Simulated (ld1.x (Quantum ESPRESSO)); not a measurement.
u(r) = r·R(r): atom against pseudo-atom (iron (Fe))

Columns: radius, all-electron u(r) and pseudo u(r) of the 3p shell (level -59.93 eV) of iron in the configuration [Ne] 3s2 3p6 3d6 4s2 4p0; LDA (PZ), scalar-relativistic, TM scheme, ld1.x (Quantum ESPRESSO) 7.5.

| r (bohr) | all-electron | pseudo |
| --- | --- | --- |
| 0.072 | 0.4064 | -0.0319 |
| 0.145 | 0.6101 | -0.1256 |
| 0.217 | 0.4200 | -0.2674 |
| 0.290 | 0.0428 | -0.4439 |
| 0.362 | -0.3486 | -0.6297 |
| 0.435 | -0.6818 | -0.8084 |
| 0.507 | -0.9199 | -0.9569 |
| 0.580 | -1.0711 | -1.0667 |
| 0.652 | -1.1449 | -1.1291 |
| 0.725 | -1.1612 | -1.1475 |
| 0.798 | -1.1353 | -1.1272 |
| 0.870 | -1.0824 | -1.0788 |
| 0.942 | -1.0129 | -1.0117 |
| 1.015 | -0.9333 | -0.9330 |
| 1.088 | -0.8503 | -0.8503 |
| 1.160 | -0.7689 | -0.7689 |
| 1.232 | -0.6906 | -0.6906 |
| 1.305 | -0.6157 | -0.6157 |
| 1.378 | -0.5464 | -0.5464 |
| 1.450 | -0.4838 | -0.4838 |
| 1.522 | -0.4270 | -0.4270 |
| 1.595 | -0.3752 | -0.3752 |
| 1.668 | -0.3289 | -0.3289 |
| 1.740 | -0.2882 | -0.2882 |
| 1.812 | -0.2522 | -0.2522 |
| 1.885 | -0.2200 | -0.2200 |

(1) How many radial nodes do the two functions have?

(2) At about which radius was the pseudo-wave matched?

(3) Is the pseudo-wave norm-conserving?

Answers

(1) The all-electron 3p function has n − l − 1 = 1; the pseudo-wave has 0, since the states of the same l below it are removed with the core.

(2) 1.20 bohr. The columns agree to 0.0005 from 1.01 bohr on; several derivatives are matched, so the curves merge somewhat inside the radius.

(3) Yes: the TM scheme keeps the norm inside the radius equal to the all-electron one, which fixes the energy derivative of the logarithmic derivative at the level.
